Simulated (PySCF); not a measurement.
CH4N2OSi. Atoms are numbered in the order given.

```xyz
9

N      0.0839     2.8763     0.0000
C     -0.2131     1.7506     0.0000
O     -0.5641     0.5177     0.0000
Si     0.5054    -0.8534     0.0000
N     -0.3974    -2.2939     0.0000
H      1.2960    -0.7377    -1.2461
H      1.2960    -0.7377     1.2461
H     -0.8406    -2.6495     0.8410
H     -0.8406    -2.6495    -0.8410
```

Coordinates come from a B3LYP-D3(BJ)/def2-SVP optimisation. This is a generated structure with no PubChem entry under its InChIKey; it may be hypothetical. Other conformers were not sampled.

These are TDA-CAM-B3LYP/def2-SVPD (PySCF) values and carry that method's errors.

Vertical excitations. The molecule is in vacuum. State labels are in the subgroup Cs.

```
state  symmetry  energy (eV)  λ (nm)      f                                                                      main pairs
-----  --------  -----------  ------  -----  ------------------------------------------------------------------------------
S1           A'         7.21     172  0.047                                              HOMO−2→LUMO 67 %, HOMO−1→LUMO 27 %
S2           A"         7.31     170  0.015                                                                HOMO→LUMO+1 80 %
S3           A"         7.60     163  0.000            HOMO→LUMO+7 31 %, HOMO→LUMO+2 28 %, HOMO→LUMO 16 %, HOMO→LUMO+6 14 %
S4           A'         7.66     162  0.011                                                              HOMO−1→LUMO+1 69 %
S5           A"         7.94     156  0.006                               HOMO→LUMO 62 %, HOMO→LUMO+7 14 %, HOMO→LUMO+1 9 %
S6           A'         8.07     154  0.000       HOMO→LUMO+4 17 %, HOMO−1→LUMO+7 15 %, HOMO−1→LUMO+2 15 %, HOMO→LUMO+5 7 %
S7           A"         8.26     150  0.001  HOMO−1→LUMO+4 30 %, HOMO−1→LUMO+8 12 %, HOMO−1→LUMO+9 12 %, HOMO−1→LUMO+5 12 %
S8           A'         8.33     149  0.076                                                              HOMO−2→LUMO+1 71 %
S9           A'         8.39     148  0.040                          HOMO−1→LUMO 46 %, HOMO−2→LUMO 23 %, HOMO−1→LUMO+1 12 %
S10          A"         8.76     142  0.000                                          HOMO−2→LUMO+4 58 %, HOMO−1→LUMO+4 17 %
T1           A'         6.54     190      0          HOMO−1→LUMO+7 24 %, HOMO→LUMO+4 11 %, HOMO→LUMO+9 8 %, HOMO→LUMO+8 8 %
T2           A'         6.74     184      0                                              HOMO−2→LUMO 65 %, HOMO−1→LUMO 24 %
T3           A"         6.95     178      0                                                                HOMO→LUMO+1 67 %
T4           A"         7.00     177      0          HOMO→LUMO+7 34 %, HOMO→LUMO+6 14 %, HOMO→LUMO+2 12 %, HOMO→LUMO+1 10 %
```
Triplets are in the Tamm–Dancoff approximation.
